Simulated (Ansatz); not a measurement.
Consider the formal exchange of groups at a Mo–F bond: `[O]=[Mo]([F])([F])=[S]` + CH₄ → `[CH3][Mo](=[O])([F])=[S]` + H–F.

Program: Ansatz. Geometries: PBE0-D4/def2-TZVP. ΔE: electronic, gas phase. CCSD(T)/CBS is the MP2 limit (def2-TZVPP, def2-QZVPP) plus CCSD(T) − MP2 in def2-TZVPP, frozen cores. This one scheme is used for every species. def2 core potentials past Kr. For Mo outer-core shells are correlated without core-valence functions, which leaves a few kJ/mol of doubt a bond.

```tsv
species	CCSD(T)/CBS(def2) energy (Eh)
`[O]=[Mo]([F])([F])=[S]`	-740.83114
CH₄	-40.46206
`[CH3][Mo](=[O])([F])=[S]`	-680.85708
H–F	-100.39570
```

**Question.** Work out ΔE.

**Answer.** ΔE = (-680.85708) + (-100.39570) − (-740.83114) − (-40.46206) = 0.04042 Eh = +25.4 kcal/mol.

**Question.** What do rigid-rotor, harmonic-oscillator terms from PBE0-D4/def2-TZVP frequencies (298.15 K, 1 bar) make of the CCSD(T)/CBS value? (An estimate is asked.)

**Answer.** The calculation gave: ΔZPE = -1.4 kcal/mol, ΔH = +24.4 kcal/mol, ΔS = 7 J/(mol·K), ΔG = +24.0 kcal/mol.

Largest T1 diagnostic among the species: 0.025, so the coupled-cluster value is less sure than usual.

In def2-TZVPP, CCSD(T) changes the Hartree–Fock value by −2.6 kcal/mol (the triples alone add +0.9 kcal/mol) and MP2 by −1.9 kcal/mol. At CCSD(T), def2-SVP lies +5.2 kcal/mol from the extrapolated value and def2-TZVPP +0.8 kcal/mol. Leaving LDA and LC-ωPBE aside and taking each functional with its dispersion term where it has one, the values, not all of them listed here, spread over 6.8 kcal/mol, from PBE-QIDH to B97M-V. LDA lies −2.2 kcal/mol from PBE without D4.
